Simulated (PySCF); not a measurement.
**Radial density of Zr²⁺ (zirconium, charge +2)**

UHF, [Kr] 4d2, high-spin 3F determinant. Calculation: PySCF 2.14, in aug-cc-pVTZ-PP with one added diffuse shell each of s, p, d, f, g type with ECP28MDF (7s7p6d4f3g, 113 functions); a scalar-relativistic core potential. This is the valence pseudo-density: the core potential removes the inner electrons and smooths the orbitals near the nucleus.

```json
{"r (bohr)": "0.0387", "4πr²ρ (e/bohr)": "1.492e-05", "4πr²(ρα − ρβ)": "0.0000"}
{"r (bohr)": "0.0651", "4πr²ρ (e/bohr)": "4.049e-05", "4πr²(ρα − ρβ)": "0.0000"}
{"r (bohr)": "0.110", "4πr²ρ (e/bohr)": "0.0001581", "4πr²(ρα − ρβ)": "0.0000"}
{"r (bohr)": "0.184", "4πr²ρ (e/bohr)": "0.001312", "4πr²(ρα − ρβ)": "0.0001"}
{"r (bohr)": "0.310", "4πr²ρ (e/bohr)": "0.02171", "4πr²(ρα − ρβ)": "0.0024"}
{"r (bohr)": "0.521", "4πr²ρ (e/bohr)": "0.6135", "4πr²(ρα − ρβ)": "0.0374"}
{"r (bohr)": "0.877", "4πr²ρ (e/bohr)": "6.199", "4πr²(ρα − ρβ)": "0.3794"}
{"r (bohr)": "1.47", "4πr²ρ (e/bohr)": "6.944", "4πr²(ρα − ρβ)": "1.1107"}
{"r (bohr)": "2.48", "4πr²ρ (e/bohr)": "1.193", "4πr²(ρα − ρβ)": "0.6458"}
{"r (bohr)": "4.17", "4πr²ρ (e/bohr)": "0.06293", "4πr²(ρα − ρβ)": "0.0600"}
{"r (bohr)": "7.02", "4πr²ρ (e/bohr)": "0.0003307", "4πr²(ρα − ρβ)": "0.0003"}
```

Energies and moments cover only the electrons outside the core potential.
